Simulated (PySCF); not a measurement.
N-methylpyridinium, C₆H₈N (charge +1).
Bonds: C1–N2, N2–C3 (aromatic), C3–C4 (aromatic), C4–C5 (aromatic), C5–C6 (aromatic), C6–C7 (aromatic), N2–C7 (aromatic). Hydrogens: H8, H9, H10 on C1; H11 on C3; H12 on C4; H13 on C5; H14 on C6; H15 on C7.

The closed-shell SCF was solved with PySCF and density fitting under several settings on one GFN2-xTB geometry (grid level 2 and gas phase unless stated).

```
                                                                                                                    settings  basis functions  SCF cycles     E (Eh)  HOMO (eV)  LUMO (eV)
                                                                                                               PBE0/pcSseg-1              159          12  -287.5841     -13.21      -6.76
                                                                                                              PBE0/def2-SVPD              204          12  -287.4299     -13.17      -6.74
                                                                                 B97-2/3-21G, grid level 3, start guess vsap               79          12  -286.2909     -13.00      -6.64
OLYP/ANO-RCC-VDZP, IEF-PCM dichloromethane, energy threshold 1e-08 Eh, damping 0.3 at the start, DIIS from the seventh cycle              138          17  -288.0179      -7.99      -3.44
                                                                             PBE0/6-31G*, fitting basis def2-universal-jkfit              114          10  -287.6222     -13.03      -6.53
```

Question: Estimate the row for these settings: PBE0/Sadlej pVTZ, grid level 4, start guess huckel.

Answer: 
| settings | basis functions | SCF cycles | E (Eh) | HOMO (eV) | LUMO (eV) |
| --- | --- | --- | --- | --- | --- |
| PBE0/Sadlej pVTZ, grid level 4, start guess huckel | 240 | 12 | -287.6743 | -13.11 | -6.70 |

Question: Over all rows, what range does the HOMO–LUMO gap span?

Answer: From 4.55 eV (OLYP/ANO-RCC-VDZP, IEF-PCM dichloromethane, energy threshold 1e-08 Eh, damping 0.3 at the start, DIIS from the seventh cycle) to 6.50 eV (PBE0/6-31G*, fitting basis def2-universal-jkfit). The functional of the narrowest has no exact exchange, that of the widest 25 % exact exchange.

Question: Compare two rows with the functional PBE0: PBE0/Sadlej pVTZ, grid level 4, start guess huckel and PBE0/pcSseg-1. Which energy is lower, and by how much?

Answer: PBE0/Sadlej pVTZ, grid level 4, start guess huckel (240 functions) lies 0.0902 Eh or 57 kcal/mol below PBE0/pcSseg-1 (159 functions).

Cycle counts include a coarse-grid stage where the run had one. All basis functions are spherical, in the Pople sets too. ANO-RCC sets were contracted for a scalar-relativistic Hamiltonian, but ran non-relativistically here. Geometry: GFN2-xTB; no vibrations or thermal averaging.
